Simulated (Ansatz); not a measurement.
Stepwise reaction of `[Br][Mg][Br]` with hydrogen, as a gas-phase model of exchange steps in deposition or etching. ΔE in kJ/mol; ΔG adds harmonic PBE0-D4 terms to CCSD(T)/CBS, at 1 bar.

Isolated molecules relaxed with PBE0-D4/def2-TZVP in Ansatz; ΔE leaves out vibrations. CBS: MP2 limit from def2 TZ/QZ plus the TZ coupled-cluster correction, frozen cores. This one scheme is used for every species. DFT in def2-TZVPP. B3LYP here is the variant with VWN-RPA as its local correlation; programs differ in this. For Br, Mg outer-core shells are correlated without core-valence functions, which leaves a few kJ/mol of doubt a bond. Scalar relativity is left out up to krypton.

```csv
step,reaction,PBE-D4,B3LYP-D4,ωB97M-V,CCSD(T)/CBS,ΔG(600 K)
1,`[Br][Mg][Br]` + H₂ → `[MgH][Br]` + HBr,174.4,179.2,179.0,187.4,170.9
2,`[MgH][Br]` + H₂ → `[MgH2]` + HBr,186.9,190.5,192.7,198.2,189.1
```

Question: By hand: ΔE of the 2 steps together at CCSD(T)/CBS.

Answer: (187.4) + (198.2) = 385.6 kJ/mol, or 192.8 kJ/mol a step.

In ΔE each step is higher than the one before. All are uphill at CCSD(T)/CBS. ΔG lies between 170.9 and 189.1 kJ/mol a step. PBE-D4 differs from CCSD(T)/CBS by -13.0 to -11.3 kJ/mol a step. Isolated molecules leave out the surface, adducts and barriers. Largest T1 diagnostic: 0.007.
